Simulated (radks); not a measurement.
Isoelectronic series with 15 electrons, all held in the configuration [Ne] 3s2 3p3, which need not be the ground one along the series. Method: non-relativistic Kohn-Sham, PBEsol, spin-unpolarised, spherical densities, point nucleus; computed with a radial shooting solver on a logarithmic mesh with Libxc functionals. Total energies (hartree) and screening constants sigma, defined by e = -(Z - sigma)^2 / (2 n^2) hartree:

ion	E (hartree)	3p	3s	2p
P	-340.46176	13.094	11.974	8.954
S+	-396.84732	12.670	11.740	8.971
Cl2+	-457.83258	12.425	11.567	8.971
Ar3+	-523.40316	12.256	11.434	8.963
K4+	-593.55075	12.130	11.329	8.953
Ca5+	-668.27002	12.031	11.243	8.942
Sc6+	-747.55736	11.951	11.172	8.932
Ti7+	-831.41018	11.884	11.112	8.921
V8+	-919.82661	11.828	11.060	8.911
Cr9+	-1012.80520	11.779	11.015	8.902
Mn10+	-1110.34487	11.737	10.976	8.893
Fe11+	-1212.44475	11.700	10.941	8.885
Co12+	-1319.10415	11.668	10.910	8.877
Ni13+	-1430.32250	11.638	10.882	8.870
